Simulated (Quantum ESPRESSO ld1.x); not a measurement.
The numbers below are computed, except where a source is named.
One sound ld1.x (Quantum ESPRESSO 7.5) input for neutral selenium gives E = -2426.946 hartree in 29 iterations:

```
 &input
    zed=34.0,
    iswitch=1,
    rel=2,
    dft='PW',
    config='[Ar] 3d10 4s2 4p4',
    lsmall=.true.,
    prefix='ld1',
    max_out_wfc=37,
    file_charge='ld1.rho',
 /
```

Changed or added lines, one case at a time, and what came of them:

- isic=1 latt=1: refused. The program stops in ld1_readin with "isic and latter correction not allowed": the two corrections exclude each other.
- dft='SCAN': refused. The program stops in set_dft_from_name with "libxc needed for this functional": this build has no Libxc.
- config='[Ar] 3d10 4s2 4p4 4p4': refused. The program stops in el_config with "occupation wrong": a shell may stand twice only as spin up and down (lsd = 1) or as its two j (rel = 2, l > 0), within their capacities.
- xmin=-20.0: refused. The program stops in do_mesh with "ndmx is too small": a lower xmin needs more points.
- config='[Ar] 3d10 4s2 4p': refused. The program stops in el_config with "no occupancy field?": each term needs its occupation.
- ecut=1: refused. The program stops in ld1_readin with "reading input namelist": the namelist holds a keyword that &input does not know.
- tr2=1e-1: inaccurate. The cycle stops early, after 5 iterations, and the energy is off by +1.825 hartree against the sound run.
